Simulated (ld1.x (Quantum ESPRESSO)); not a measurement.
**Before and after: TM potential for osmium (Os)**

Os (Z = 76), norm-conserving Troullier–Martins (Kleinman–Bylander form), made with ld1.x (Quantum ESPRESSO) 7.5 (PBE, scalar-relativistic). Core [Kr] 4d10 4f14, reference 5s2 5p6 5d5 6s0 6p0 (charge +3). Waves: 5p (bound): rc 1.80 bohr; 5d (bound): rc 2.05 bohr; 5s (bound): rc 1.40 bohr. Local part: the s channel. Core correction: a·sin(br)/r model core inside 0.75 bohr.

All-electron outer shells of the reference configuration (PBE, scalar-relativistic, ld1.x):

```csv
shell,level (eV),outermost node (bohr),outermost maximum (bohr)
5s,-122.23,0.51,0.91
4f,-82.85,–,0.40
5p,-81.28,0.55,1.03
5d,-34.98,0.60,1.33
6s,-30.44,1.19,2.24
6p,-22.07,1.39,2.70
```

Change: wave 5s (bound): rc 1.40 bohr becomes 5s (bound): rc 1.08 bohr.

Cutoffs: the cutoffs (Ry, on a coarse ladder) from which the occupation-weighted sum of valence levels, in a spherical-Bessel basis at the reference potential, stays within 10 and 1 mRy of its value at 400 Ry; they do not see the model core or the augmentation charge, which bear on the density cutoff. Errors are all-electron minus pseudo energies relative to the spin-unpolarised reference configuration.

**Question.** How do hardness, ghosts and transferability respond?

**Answer.** The potential gets harder (80 Ry and 140 Ry → 120 Ry and 230 Ry); of the 7 tests that both files solve, the error grows in 0 and shrinks in 5 by more than 15 % and 0.3 meV (median size 1446.4 → 196.1 meV); the range in which the s phases agree widens (upper end -3.6 → -2.5); neither file shows a bound ghost. A smaller radius makes the pseudo-wave follow the all-electron one further in, where it bends more sharply, so more plane waves are needed. Less of the atom is replaced, so other configurations are described better.

```csv
quantity,base,changed
"cutoff, loose",80 Ry,120 Ry
"cutoff, tight",140 Ry,230 Ry
loose cutoff by channel (10 mRy a level),"p 25 Ry, d 30 Ry, s 70 Ry","p 25 Ry, d 30 Ry, s 110 Ry"
bound ghosts,none,none
"error for 5s2 5p6 5d6 6s2 6p0, meV [ΔE -55.34 eV]",+1749,+236
"error for 5s2 5p6 5d6 6s1 6p0, meV [ΔE -45.76 eV]",+1062,+145
"error for 5s2 5p6 5d6 6s0 6p0, meV [ΔE -28.85 eV]",+2.2,+2.2
"error for 5s2 5p6 5d6 6s1.5 6p0, meV [ΔE -51.42 eV]",+1446,+196
"error for 5s2 5p6 5d4 6s0 6p0, meV [ΔE 41.48 eV]",-15,-15
"error for 5s2 5p6 5d5 6s2 6p1, meV [ΔE -49.23 eV]",+2218,+357
"error for 5s1 5p6 5d6 6s2 6p0, meV [ΔE 42.89 eV]",+2604,+243
s: phases at 2.25 bohr within 0.05 rad from the reference energy up to (Ry; the scan ends near 5),-3.6,-2.5
p: phases at 2.25 bohr within 0.05 rad from the reference energy up to (Ry; the scan ends near 5),-1.6,-1.5
d: phases at 2.25 bohr within 0.05 rad from the reference energy up to (Ry; the scan ends near 5),2.1,1.9
```
